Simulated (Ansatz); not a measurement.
A nudged elastic band was laid between two geometries of C2H7BOS (12 atoms, charge 0, multiplicity 1).

The calculation used RKS PBE/6-31G in Ansatz 0.2.0.

| Property | Result |
| --- | --- |
| movable images | 5 |
| climbing image | yes |
| spring | 5.0 eV/Å² |
| optimiser | quadratic models (default) |
| start path | through a guess of the saddle point |
| force threshold | 0.05 eV/Å |
| iteration limit | 60 |
| end points | relaxed |

Image 0:

```xyz
12
Properties=species:S:1:pos:R:3
C -0.817 0.616 0.989
C 0.272 -0.307 0.433
S 1.924 0.736 0.346
B 0.130 -0.784 -1.070
O -0.788 -0.251 -1.958
H -0.569 0.987 1.998
H -0.973 1.503 0.346
H -1.773 0.065 1.059
H 0.476 -1.134 1.133
H 2.740 -0.301 -0.096
H 0.836 -1.644 -1.529
H -1.382 0.459 -1.616
```

Image 6:

```xyz
12
Properties=species:S:1:pos:R:3
C -0.860 0.441 1.191
C 0.243 -0.226 0.344
S 1.603 1.120 -0.023
B -0.335 -0.831 -1.007
O -0.031 -0.306 -2.240
H -0.461 0.822 2.145
H -1.330 1.282 0.652
H -1.651 -0.298 1.412
H 0.744 -1.001 0.953
H 2.659 0.234 -0.217
H -1.099 -1.762 -0.991
H 0.596 0.470 -2.184
```

Q: What changes between the two ends?

A: No bond is made or broken.

Q: What energy profile does the band end with?

A: The run converged. The highest image is number 2 of 0 to 6, 0.032 eV above the first end and 0.135 eV above the last; the last end lies 0.103 eV below the first. A vibrational analysis at the climbing image gives one clearly imaginary mode, 118i cm⁻¹: a first-order saddle point. Limits of this set-up: no polarisation functions.

```
image  path coordinate (Å)  energy (eV)
    0                 0.00        0.000
    1                 0.63        0.016
    2                 1.27        0.032
    3                 1.85        0.011
    4                 2.44       -0.039
    5                 3.02       -0.086
    6                 3.61       -0.103
```

Q: What is the geometry of the highest image?

A: 
```xyz
12
Properties=species:S:1:pos:R:3:forces:R:3
C -0.870 0.523 1.040 0.01 0.00 0.00
C 0.269 -0.321 0.446 -0.01 0.00 0.00
S 1.815 0.862 0.290 0.00 0.00 0.00
B 0.018 -0.879 -1.019 0.00 0.00 0.00
O -0.502 -0.100 -2.036 0.00 0.00 0.00
H -0.590 0.961 2.012 0.00 0.00 0.00
H -1.162 1.354 0.371 0.00 0.00 0.00
H -1.760 -0.112 1.195 0.00 0.00 0.00
H 0.564 -1.110 1.155 0.00 0.00 0.00
H 2.687 -0.074 -0.257 0.00 0.00 0.00
H 0.271 -2.012 -1.337 0.00 0.00 0.00
H -0.662 0.853 -1.827 0.00 0.00 0.00
```

Q: What are the harmonic wavenumbers there?

A: 118i, 171, 200, 216, 236, 285, 518, 577, 684, 794, 808, 872, 981, 986, 1046, 1094, 1133, 1195, 1315, 1329, 1415, 1486, 1505, 2439, 2609, 2978, 3043, 3063, 3071, 3517 cm⁻¹.

The band took 10 iterations and about 5 core-minutes.

Run time: 4.9 min on 1 thread of AMD EPYC (Zen 3) (shared host), peak memory 0.13 GiB.
